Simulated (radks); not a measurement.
Results of a calculation; reference values are marked as such.
Dipole-allowed excitations along the series with 28 electrons in [Ar] 3d10. Level of theory: scalar-relativistic Kohn-Sham, PBE, spin-unpolarised, spherical densities, finite nucleus; Fermi nuclear charge, rms radius of each element as measured or else 0.836 A^(1/3) + 0.57 fm (a radial shooting solver on a logarithmic mesh with Libxc functionals). Time-dependent linear response with the Hartree and adiabatic LDA kernel, continuum included through the Sternheimer equations, no spin-orbit coupling, so fine structure and intercombination lines are absent. Lines are the poles of the dipole polarisability below minus the highest occupied eigenvalue, found on a grid refined at the orbital gaps; the lowest seven at most are given, and weak or close lines can be missed. The first line takes the name of the lowest orbital gap if no other gap lies below it; otherwise a line is named after a gap within 0.6 % of it, if that gap stands alone.

species,-e(HOMO) (eV),lowest orbital gap (eV),first line (eV),f,strongest line (eV),its f,static alpha (bohr^3)
Ru16+,644.22,3d-4p 290.43,292.87 (3d-4p),0.485,412.38 (unassigned),3.65,0.04272
Rh17+,711.89,3d-4p 320.24,322.83 (3d-4p),0.478,450.54 (unassigned),3.91,0.03666
Pd18+,782.66,3d-4p 351.36,354.09 (3d-4p),0.471,490.04 (unassigned),4.17,0.03167
Ag19+,856.51,3d-4p 383.76,384.91 (3d-4p),0.0325,530.85 (unassigned),4.46,0.02753
Cd20+,933.45,3d-4p 417.47,420.53 (3d-4p),0.458,572.91 (unassigned),4.72,0.02406
In21+,1013.5,3d-4p 452.46,455.69 (3d-4p),0.453,615.83 (unassigned),4.15,0.02113
